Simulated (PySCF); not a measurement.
C₃H₂, SMILES [C][C][CH2] (connectivity only; charge and spin as stated), neutral, multiplicity 1. Atoms are numbered in the order given.

```xyz
5

C      0.0000     0.0000    -1.1190
C      0.0000     0.0000     0.2000
H      0.0000     0.9276    -1.6881
H      0.0000    -0.9276    -1.6881
C      0.0000     0.0000     1.4817
```
Charge 0, spin multiplicity 1.

Coordinates come from a PBE0-D3(BJ)/def2-TZVP optimisation.

Two levels are set side by side: PBE/pcSseg-2 (PySCF) and PBE0/pcSseg-2 (PySCF). GIAO shifts against TMS (¹H), TMS (¹³C) at the same level; non-relativistic, no solvent, atoms listed together averaged. Differences are taken from unrounded values.

| quantity | PBE |
|---|---|
| δ(¹³C) of C1 (ppm) | 172.0 |
| δ(¹³C) of C2 (ppm) | 253.9 |
| δ(¹H) of H3, H4 (ppm) | 7.66 |
| δ(¹³C) of C5 (ppm) | 732.9 |

Task: These are the PBE values. What does PBE0 give? (An estimate is asked for; the answer gives what the named calculation found.)

Result: 
```csv
quantity,PBE0,PBE minus PBE0
δ(¹³C) of C1 (ppm),177.9,-5.9
δ(¹³C) of C2 (ppm),252.3,1.6
"δ(¹H) of H3, H4 (ppm)",7.67,-0.01
δ(¹³C) of C5 (ppm),736.5,-3.6
```

Rough cost on one machine, each run with all the roots and properties that it gave: PBE0 against PBE within a factor of 2.
